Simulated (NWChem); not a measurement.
Molecule: AlNH4O2; SMILES [NH2][Al]([OH])[OH]

```xyz
8

Al    -0.0667     0.0022    -0.0006
O      0.5907    -1.5675     0.0000
H      1.5169    -1.8064     0.0007
O     -1.7579     0.1754     0.0000
H     -2.3593    -0.5699     0.0017
N      0.9026     1.4764    -0.0015
H      0.4969     2.4050    -0.0022
H      1.9126     1.5374    -0.0040
```
Atoms are numbered in this order, from 1.

Level: PBE0/def2-SVP (NWChem), optimised geometry, unscaled harmonic frequencies. 

| frequency (cm⁻¹) | IR intensity (km/mol) |
|---|---|
| 207 | 5.1 |
| 208 | 70.3 |
| 233 | 30.1 |
| 281 | 30.5 |
| 300 | 16.6 |
| 347 | 205.4 |
| 363 | 178.4 |
| 521 | 171.5 |
| 594 | 133.5 |
| 660 | 62.5 |
| 704 | 12.9 |
| 926 | 171.0 |
| 952 | 171.4 |
| 1527 | 51.3 |
| 3633 | 29.0 |
| 3726 | 32.2 |
| 3995 | 99.0 |
| 4008 | 83.8 |

The zero-point energy is 33.1 kcal/mol and the thermal correction to the enthalpy at 298.15 K (with zero-point energy) is 37.9 kcal/mol. The heat capacity Cv is 22.9 cal/(mol K) and the entropy at 298.15 K and 1 atm (symmetry number 1) is 77.5 cal/(mol K). The dipole moment is 1.76 D.

Rigid rotor and harmonic oscillator.
